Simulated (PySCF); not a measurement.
IrO₂⁺, quintet: molecular constants

Computed with UPBE0 in PySCF with Ir def2-TZVP with ECP60, O def2-TZVP; scalar-relativistic core potentials, no spin–orbit coupling; density-fitted integrals.

The structure is a minimum.

Z-matrix (Å, degrees; charge 1 multiplicity 5):
```
Ir
O  1 2.8859
O  2 1.2070 1 39.68
```

- Point group: Cs
- Bond lengths: Ir–O 2.103 Å, O–O 1.207 Å
- Bond angles: Ir–O–O 118.8°
- Principal quadrupole moments (Buckingham, traceless) about the centre of mass: -4.06, -3.39, 7.45 D Å
- Dipole moment about the centre of mass: 0.35 D
- Entropy at 298.15 K and 1 bar (electronic part: spin only): 304.3 J/(mol K)
- Rotational constants: 2.643, 0.09902, 0.09544 cm⁻¹
- Principal polarisabilities: 22.7, 25.4, 59.3 bohr³
- Rotational symmetry number: 1
- Spin squared ⟨S²⟩: 6.093
- Zero-point energy: 12.2 kJ/mol
- Lowest empty level (β): -10.73 eV
- Heat capacity Cp at 298.15 K: 47.9 J/(mol K)
- Highest occupied level (β): -14.03 eV
- Enthalpy at 298.15 K above 0 K: 12.48 kJ/mol

Harmonic modes (masses in u: Ir 192.963, O 15.995):
```
symmetry  ω (cm⁻¹)  IR (km/mol)  μ (u)
      a'       156          7.5  18.01
      a'       373          2.3  16.44
      a'      1504          163  16.00
```

Charges (e):
```tsv
atom	Mulliken	Löwdin	polar tensor	spin (Mulliken)	Mayer order to Ir1
Ir1	0.90	0.79	0.74	2.27	–
O2	0.15	0.18	-0.03	1.08	0.21
O3	-0.05	0.03	0.29	0.65	0.51
```
Other Mayer orders above 0.3: O–O 1.65.

Mulliken populations on Ir1 (electrons outside its core potential): s 2.42, p 6.05, d 7.63, f 0.01.

Only a few start shapes were tried, so a lower isomer may exist. Other spin states or occupations of the open shell can lie lower. At this level a broken-symmetry Ms = 0 minimum of C2v symmetry lies 215 kJ/mol below this structure. No spin–orbit coupling is included, which matters more the heavier the element.

The final relaxation and frequency run took roughly 3 core-minutes on a shared host.
